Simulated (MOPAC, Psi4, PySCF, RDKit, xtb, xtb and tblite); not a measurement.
Two geometries of SMILES N#CCB(O)O, relaxed at GFN2-xTB with one dihedral held; other torsions can differ between them too.

Structure A

```
10

N      1.5489    -1.8202    -1.3205
C      1.2746    -0.9836    -0.5900
C      0.9123     0.0637     0.3233
B     -0.6852     0.2634     0.3026
O     -1.1923     1.1184    -0.6078
O     -1.4108    -0.4485     1.1881
H      1.4244     0.9750     0.0119
H      1.2572    -0.2210     1.3180
H     -2.1415     1.2425    -0.6427
H     -2.3653    -0.3708     1.1674
```

Structure B

```
10

N     -1.6222    -1.7402    -1.4120
C     -1.3169    -0.9604    -0.6318
C     -0.8991     0.0107     0.3380
B      0.7037     0.1893     0.2519
O      1.2146     1.0264    -0.6883
O      1.4224    -0.3599     1.2466
H     -1.4026     0.9519     0.1129
H     -1.2053    -0.3339     1.3260
H      1.9158     0.7545    -1.2733
H      2.3719    -0.2288     1.2426
```

**Question.** Which is lower in energy at the level DF-MP2 (frozen core)/cc-pVTZ // GFN2-xTB run with Psi4 1.11, and by how much?

**Answer.** A is lower, by 20.27 kJ/mol (dihedral O6–B4–O5–H9: 0° in A, 60° in B).

E(B) − E(A) in kJ/mol at the other levels, on the same two geometries: GFN2-xTB (xtb and tblite) 22.22; PBE/def2-TZVP // GFN2-xTB (Psi4) 19.39; PBE-D3(BJ)/def2-TZVP // GFN2-xTB (Psi4) 19.39; HF/cc-pVTZ // GFN2-xTB (Psi4) 18.98; UFF // GFN2-xTB (RDKit) -27.38; PM3, restricted, heats of formation // GFN2-xTB (MOPAC) 21.30; PM6, restricted, heats of formation // GFN2-xTB (MOPAC) 12.37; GFN1-xTB // GFN2-xTB (xtb) 20.04; restricted B3LYP/6-31G*, spherical d, density fitting // GFN2-xTB (PySCF) 21.13; restricted B3LYP/6-311+G**, spherical d, density fitting // GFN2-xTB (PySCF) 19.10; restricted M06-2X/6-31G*, spherical d, density fitting // GFN2-xTB (PySCF) 20.76; restricted Hartree-Fock/6-31G*, spherical d, density fitting // GFN2-xTB (PySCF) 20.63.
